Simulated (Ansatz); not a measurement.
`C[Si]SC`, charge 0, multiplicity 1.

Give a relaxed structure at PBE0-D4/def2-TZVP (Ansatz). (An estimate is asked.)

Ansatz gave: 
Z-matrix (Å, degrees):
```
C
Si 1 1.903
H 1 1.096 2 108.1
H 1 1.096 2 108.3 3 114.2
H 1 1.091 2 116.5 3 -122.8
S 2 2.109 1 96.6 3 121.7
C 6 1.811 2 103.4 1 -179.9
H 7 1.090 6 109.1 2 -120.5
H 7 1.091 6 110.3 2 -0.1
H 7 1.090 6 109.1 2 120.3
```
Point group Cs.
This is one stationary point; other conformers may exist.
